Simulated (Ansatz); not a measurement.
Isolated molecules relaxed with PBE0-D4/def2-TZVP in Ansatz; ΔE leaves out vibrations. CCSD(T)/CBS is the MP2 limit (def2-TZVPP, def2-QZVPP) plus CCSD(T) − MP2 in def2-TZVPP, frozen cores. This one scheme is used for every species. DFT in def2-TZVPP. B3LYP here is the variant with VWN-RPA as its local correlation; programs differ in this. HSE06 is defined as in plane-wave codes. Each species was taken in one conformer, which may not be the lowest.

Consider the formal exchange of groups at a B–F bond: `FB(F)S` + ethane → `CCB(F)S` + H–F.

| level | ΔE (kcal/mol) | difference from CCSD(T)/CBS |
| --- | --- | --- |
| revPBE-D4 | 30.7 | -0.6 |
| B97M-V | 35.3 | 4.0 |
| B3LYP-D4 | 33.7 | 2.4 |
| r2SCAN0 | 34.2 | 2.9 |
| HSE06 | 32.9 | 1.6 |
| RPA@PBE/def2-TZVPP | 32.4 | 1.1 |
| HF/def2-SVP | 39.7 | 8.4 |
| CCSD/def2-TZVPP | 33.2 | 1.9 |
| MP2/def2-QZVPP | 31.2 | -0.1 |
| SCS-MP2/def2-QZVPP | 32.6 | 1.3 |
| CCSD(T)/CBS | 31.3 | 0 |

Largest T1 diagnostic among the species: 0.013.

Leaving LDA and LC-ωPBE aside and taking each functional with its dispersion term where it has one, the values spread over 4.6 kcal/mol, from revPBE-D4 to B97M-V. LDA lies −0.9 kcal/mol from PBE without D4. At CCSD(T), def2-SVP lies +5.6 kcal/mol from the extrapolated value and def2-TZVPP +1.2 kcal/mol.
